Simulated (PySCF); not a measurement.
PySCF 2.14 output of an unrestricted PBE calculation on a single atom or ion in aug-cc-pVQZ, with the non-relativistic Hamiltonian (point nucleus):

```
SCF conv_tol = 1e-09
number electrons alpha = 15  beta = 10
    J. P. Perdew, K. Burke, and M. Ernzerhof.,  Phys. Rev. Lett. 77, 3865 (1996)
    J. P. Perdew, K. Burke, and M. Ernzerhof.,  Phys. Rev. Lett. 78, 1396 (1997)
    J. P. Perdew, K. Burke, and M. Ernzerhof.,  Phys. Rev. Lett. 77, 3865 (1996)
    J. P. Perdew, K. Burke, and M. Ernzerhof.,  Phys. Rev. Lett. 78, 1396 (1997)
cycle= 1 E= -1150.30683358163  delta_E= -0.0174  |g|= 0.042  |ddm|= 2.16
cycle= 2 E= -1150.30695200479  delta_E= -0.000118  |g|= 0.0353  |ddm|= 0.647
cycle= 3 E= -1150.30716669843  delta_E= -0.000215  |g|= 0.00549  |ddm|= 0.126
cycle= 4 E= -1150.30717375427  delta_E= -7.06e-06  |g|= 0.00024  |ddm|= 0.101
cycle= 5 E= -1150.30717414204  delta_E= -3.88e-07  |g|= 4.48e-05  |ddm|= 0.0559
cycle= 6 E= -1150.30717416419  delta_E= -2.21e-08  |g|= 1.45e-05  |ddm|= 0.00954
cycle= 7 E= -1150.30717416961  delta_E= -5.42e-09  |g|= 8.36e-06  |ddm|= 0.000972
cycle= 8 E= -1150.30717417251  delta_E= -2.91e-09  |g|= 9.28e-07  |ddm|= 0.000947
cycle= 9 E= -1150.30717417253  delta_E= -2e-11  |g|= 1.44e-07  |ddm|= 8.46e-05
converged SCF energy = -1150.30717417253  <S^2> = 8.7531116  2S+1 = 6.0010371
```

The run itself started from symmetry-adapted Hartree-Fock orbitals and held the occupation by maximum overlap, on a logarithmic radial grid, so the iterations belong to that start.

Task: Which element, charge and spin multiplicity is this?

Result: Mn (manganese, neutral), multiplicity 6; the state was [Ar] 3d4 4s2 5s1, high-spin 6D determinant (an excited configuration).

The outer electron is Rydberg-like, and this basis confines it to a smaller radius and binds it less than a complete one would.
